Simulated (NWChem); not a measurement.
Molecule: C2H5BClF; SMILES CCB(F)Cl

```xyz
10

B      0.1929     0.1536     0.0000
F      1.5105    -0.0449     0.0000
Cl    -0.3496     1.8428     0.0000
C     -0.8246    -1.0399     0.0000
C     -0.2096    -2.4438     0.0000
H     -1.5003    -0.8926    -0.8738
H     -1.5003    -0.8926     0.8738
H      0.4300    -2.6070     0.8909
H      0.4300    -2.6070    -0.8909
H     -0.9879    -3.2329     0.0000
```
Atoms are numbered in this order, from 1.

Computed with NWChem. Pople sets run with spherical d functions. All runs use the structure optimised with PBE-D3(BJ)/def2-SVP. Isotropic polarisability at PBE0/6-31+G*. A Cauchy series cut after its second term is a line in ω².

```
row      ω² (10⁻³ Ha²)  α (bohr³)
-------  -------------  ---------
static            0.00      47.67
1065 nm           1.83      48.02
589 nm            5.98   withheld
400 nm           12.97      50.34
```

Problem. Fit a straight line of the last column on the one before it, predict the withheld value, and compare with the run.

Solution. 
1. Means of the 3 shown rows: x = 4.933, y = 48.677. Slope Σ(x − x̄)(y − ȳ)/Σ(x − x̄)² = 20.37/98.56 = 0.2067; intercept 47.657.
2. The shown rows scatter about the line by 0.012 (root mean square); the largest residual is -0.02, at 1065 nm.
3. At x = 5.98 (589 nm; inside the shown range) the line gives 48.89.
4. The run gives 48.84, -0.05 from the line. The intercept estimates α(0), and the slope, 207 bohr³/Ha², the next Cauchy moment.
